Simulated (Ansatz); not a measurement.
Start from `O=C(O)[CH2][GaH2]` and change one atom or group to get `O=C(O)CS`.

Ansatz, PBE0-D4/def2-TZVP geometries, multiplicity 1. Each molecule was computed in one conformer, which needn't be the lowest. `O=C(O)[CH2][GaH2]` holds a close contact that its SMILES doesn't draw: Ga···O 2.50 Å.

Scalar relativity is left out up to krypton.

```json
{"property": "HOMO energy (B3LYP/def2-TZVPP) / eV", "`O=C(O)[CH2][GaH2]`": "-7.68"}
{"property": "LUMO energy (PBE0/def2-TZVPP) / eV", "`O=C(O)[CH2][GaH2]`": "-1.14"}
{"property": "HOMO–LUMO gap (PBE0/def2-TZVPP) / eV", "`O=C(O)[CH2][GaH2]`": "6.76"}
{"property": "ideal-gas entropy at 298 K and 1 bar (rigid rotor, harmonic PBE0-D4/def2-TZVP) / J/(mol·K)", "`O=C(O)[CH2][GaH2]`": "345"}
{"property": "LUMO energy (B3LYP/def2-TZVPP) / eV", "`O=C(O)[CH2][GaH2]`": "-1.41"}
{"property": "HOMO–LUMO gap (PBE/def2-TZVPP) / eV", "`O=C(O)[CH2][GaH2]`": "4.53"}
```

Question: What does the change do to each property? (An estimate is asked.)

Answer: Computed: 
```json
{"property": "HOMO energy (B3LYP/def2-TZVPP) / eV", "`O=C(O)CS`": "-6.96", "shift": "0.72"}
{"property": "LUMO energy (PBE0/def2-TZVPP) / eV", "`O=C(O)CS`": "-0.49", "shift": "0.65"}
{"property": "HOMO–LUMO gap (PBE0/def2-TZVPP) / eV", "`O=C(O)CS`": "6.69", "shift": "-0.07"}
{"property": "ideal-gas entropy at 298 K and 1 bar (rigid rotor, harmonic PBE0-D4/def2-TZVP) / J/(mol·K)", "`O=C(O)CS`": "323", "shift": "-22"}
{"property": "LUMO energy (B3LYP/def2-TZVPP) / eV", "`O=C(O)CS`": "-0.76", "shift": "0.65"}
{"property": "HOMO–LUMO gap (PBE/def2-TZVPP) / eV", "`O=C(O)CS`": "4.29", "shift": "-0.24"}
```

With PBE0 the HOMO rises by 0.71 eV and the LUMO rises by 0.65 eV, so the gap narrows by about 0.06 eV. PBE moves the HOMO by 0.62 eV and ωB97M-V by 0.72 eV. The zero-point energy changes by -7.0 kJ/mol with -3 modes.

Positive LUMOs are unbound, so they and the gaps depend on the basis.

B3LYP here is the variant with VWN-RPA as its local correlation; programs differ in this.
